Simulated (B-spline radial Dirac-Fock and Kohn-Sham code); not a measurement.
Relativistic shifts of the levels of Ag¹⁵⁺

System: the Ag¹⁵⁺ ion, [Ar] 3d10 4s2 4p2.

Both columns are ΔSCF binding energies of the configuration average from an atomic code on a B-spline grid: non-relativistic Hartree-Fock with a point nucleus, and Dirac-Fock with a finite nucleus and the Coulomb interaction alone, averaged over the two j levels with weights 2j+1.

| shell | Hartree-Fock (eV) | Dirac-Fock (eV) | shift (eV) | shift (%) |
| --- | --- | --- | --- | --- |
| 1s | 25193.2 | 25989.1 | +795.94 | +3.16 |
| 2s | 4019.0 | 4212.4 | +193.38 | +4.81 |
| 2p | 3753.0 | 3808.2 | +55.20 | +1.47 |
| 3s | 1055.0 | 1095.7 | +40.78 | +3.87 |
| 3p | 946.2 | 958.9 | +12.65 | +1.34 |
| 3d | 749.2 | 744.2 | -5.01 | -0.67 |
| 4s | 407.9 | 418.1 | +10.19 | +2.50 |
| 4p | 372.7 | 376.0 | +3.25 | +0.87 |

Relativity binds 1s, 2s, 2p, 3s, 3p, 4s, 4p more strongly, among those listed most of all 2s in relative terms, and 3d more weakly, because the contracted s and p shells screen the nucleus better.

Values without a named source are computed, but for edge energies of neutral atoms, which are taken from tables.
